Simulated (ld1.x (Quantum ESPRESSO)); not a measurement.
# Logarithmic derivatives: zinc (Zn), TM

ld1.x (Quantum ESPRESSO) 7.5 input, shortened:

```
&input
   title='Zn', zed=30., rel=1, dft='PZ', iswitch=3,
   config='[Ar] 3d10 4s2 4p0'
 /
 &inputp
   pseudotype=2, tm=.true., lloc=-2, rcloc=2.00,
   nlcc=.false.
 /
3
4S  1  0   2.00   0.00  1.85  1.85  0.0
4P  2  1   0.00   0.00  2.45  2.45  0.0
3D  3  2  10.00   0.00  0.80  0.80  0.0
 &test
   configts(1)='3d10 4s2 4p0'
 /
```

The phase is arctan(r·u′/u) with u = r·R(r), unwrapped; energies in Ry, scanned from -3 to 5 Ry. A pole is an energy at which the radial function vanishes at the test radius. The pseudo phase is shifted by a multiple of π to meet the all-electron one at the reference energy, and phase errors are pseudo minus all-electron; the curves can meet again beyond the range given. Levels narrower than the energy grid can be missing from the lists of poles.

```tsv
channel	radius (bohr)	reference energy (Ry)	poles, all-electron	poles, pseudo	unbroken range about the reference energy with phases within 0.05 rad	phase error 1 Ry above the reference energy (rad)
s	2.67	-0.46	0.79	0.76	below 2.4	-0.003
p	2.67	-0.09	1.82	1.73	below 2.9	-0.007
d	2.67	-0.77	-0.71, 3.71	-0.71, 4.25	below 0.7	+0.015
```

Phases in the d channel:

```json
{"E (Ry)": "-3.00", "all-electron": "1.363", "pseudo": "1.363"}
{"E (Ry)": "-2.52", "all-electron": "1.345", "pseudo": "1.346"}
{"E (Ry)": "-2.04", "all-electron": "1.321", "pseudo": "1.322"}
{"E (Ry)": "-1.56", "all-electron": "1.284", "pseudo": "1.285"}
{"E (Ry)": "-1.08", "all-electron": "1.187", "pseudo": "1.190"}
{"E (Ry)": "-0.60", "all-electron": "-1.747", "pseudo": "-1.745"}
{"E (Ry)": "-0.12", "all-electron": "-1.915", "pseudo": "-1.907"}
{"E (Ry)": "0.36", "all-electron": "-2.051", "pseudo": "-2.031"}
{"E (Ry)": "0.84", "all-electron": "-2.323", "pseudo": "-2.257"}
{"E (Ry)": "1.32", "all-electron": "-3.076", "pseudo": "-2.835"}
{"E (Ry)": "1.80", "all-electron": "-4.038", "pseudo": "-3.815"}
{"E (Ry)": "2.28", "all-electron": "-4.410", "pseudo": "-4.301"}
{"E (Ry)": "2.76", "all-electron": "-4.566", "pseudo": "-4.495"}
{"E (Ry)": "3.24", "all-electron": "-4.653", "pseudo": "-4.596"}
{"E (Ry)": "3.72", "all-electron": "-4.714", "pseudo": "-4.660"}
{"E (Ry)": "4.20", "all-electron": "-4.765", "pseudo": "-4.708"}
{"E (Ry)": "4.68", "all-electron": "-4.815", "pseudo": "-4.747"}
```
